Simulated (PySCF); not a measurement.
**BiC: a composite coupled-cluster calculation**

State: ²Σ⁺, doublet, unpaired electrons σ ↑. De refers to Bi + C. ROHF-based CCSD(T) in PySCF 2.14 with Bi cc-pwCVDZ-PP with ECP60, C aug-cc-pVDZ and Bi cc-pwCVTZ-PP with ECP60, C aug-cc-pVTZ (frozen core orbitals: 5; scalar-relativistic core potentials). Correlation energies are extrapolated as n⁻³ (n = 2, 3), Hartree–Fock as (n+1)·exp(−9√n).

```csv
Level,Re (Å),ωe (cm⁻¹),ωexe (cm⁻¹),αe (cm⁻¹),De (eV)
CCSD(T)/DZ,1.9951,728.7,4.14,0.00272,2.608
CCSD(T)/TZ,1.9745,757.6,4.00,0.00260,3.002
HF/CBS,1.9155,888.6,3.81,0.00228,-0.666
MP2/CBS,1.9755,779.6,n/a,0.00184,3.636
CCSD/CBS,1.9454,816.5,3.78,0.00236,2.489
CCSD(T)/CBS,1.9686,766.7,3.94,0.00256,3.128
```

Q: How much is left between CCSD(T)/TZ and the basis-set limit, and how much do the triples give at the limit?

A: CCSD(T)/CBS less CCSD(T)/TZ: -5.9 mÅ in Re, +9.1 cm⁻¹ in ωe and +0.126 eV in De. CCSD(T)/CBS less CCSD/CBS: +23.2 mÅ in Re, -49.8 cm⁻¹ in ωe and +0.639 eV in De.

The T1 diagnostic is 0.035. The state was picked by a PBE0 search and need not be the measured ground state. Spin–orbit coupling, excitations beyond (T) and corrections to the Born–Oppenheimer picture are left out, and spin–orbit coupling matters for open p, d or f shells this heavy.

The whole job (state search and all basis sets along the bond) took about 67 min on 4 threads of Arm Neoverse N1 (shared host), peak memory 11 GiB.
